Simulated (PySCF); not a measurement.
Compound: C₈H₇Cl.
Numbering: `[Cl:1][C:2]1=[CH:3]/[CH:4]=[CH:5]\[CH:6]=[CH:7]/[CH:8]=[CH:9]\1` (hydrogens: H10 on C3; H11 on C4; H12 on C5; H13 on C6; H14 on C7; H15 on C8; H16 on C9)

Theory: PBE/def2-SV(P) geometry optimisation, gas phase in PySCF 2.14.0.

Question: What internal coordinates does the optimisation give?

Answer: 
| bond | length (Å) |
| --- | --- |
| Cl1–C2 | 1.765 |
| C2=C3 | 1.355 |
| C3–C4 | 1.471 |
| C4=C5 | 1.357 |
| C5–C6 | 1.471 |
| C6=C7 | 1.357 |
| C7–C8 | 1.472 |
| C8=C9 | 1.354 |
| C2–C9 | 1.476 |
| C3–H10 | 1.106 |
| C4–H11 | 1.108 |
| C5–H12 | 1.108 |
| C6–H13 | 1.108 |
| C7–H14 | 1.108 |
| C8–H15 | 1.108 |
| C9–H16 | 1.106 |

A selection of angles:
| angle | degrees |
| --- | --- |
| Cl1–C2–C3 | 118.7 |
| Cl1–C2–C9 | 112.4 |
| C3–C2–C9 | 128.8 |
| C2–C3–C4 | 126.0 |
| C2–C3–H10 | 117.3 |
| C4–C3–H10 | 116.5 |
| C3–C4–C5 | 127.7 |
| C3–C4–H11 | 114.9 |
| C5–C4–H11 | 117.1 |
| C4–C5–C6 | 127.6 |
| C4–C5–H12 | 117.0 |
| C6–C5–H12 | 115.2 |
| C5–C6–C7 | 127.8 |
| C5–C6–H13 | 115.0 |
| C7–C6–H13 | 117.0 |
| C6–C7–C8 | 127.3 |
| C6–C7–H14 | 117.2 |
| C8–C7–H14 | 115.2 |
| C7–C8–C9 | 128.0 |
| C7–C8–H15 | 115.2 |
| C9–C8–H15 | 116.7 |
| C8–C9–H16 | 118.5 |
| C2–C9–C8 | 126.3 |
| C2–C9–H16 | 114.9 |

Torsions: Cl1–C2–C3–C4 -177° (antiperiplanar); C2–C3–C4–C5 -54° (synclinal); C3–C4–C5–C6 0° (synperiplanar); C4–C5–C6–C7 53° (synclinal); C5–C6–C7–C8 1° (synperiplanar); C6–C7–C8–C9 -53° (synclinal); C7–C8–C9–C2 -2° (synperiplanar); Cl1–C2–C9–C8 -128° (anticlinal). The mirror-image conformer, all signs reversed, is as good.

Of the pairs four or more bonds apart, C2···C6 is among the closest relative to their van der Waals radii: 3.41 Å, 100 % of the sum of Bondi's values. The 8 C–C bonds span 1.354 Å (C8=C9, drawn double) to 1.476 Å (C2–C9, drawn single), a spread of 0.122 Å. The 8-membered ring C2–C3–C4–C5–C6–C7–C8–C9 has internal angles of 126.0° to 128.8° (sum 1020°, against 1080° for a flat polygon); it is puckered, 0.38 Å rms from its mean plane, widest ring torsion 56°.

Point group: C1 (no symmetry element, even within 0.4 Å). Whether it is a minimum is left open (no frequencies). One conformer, not necessarily the lowest.
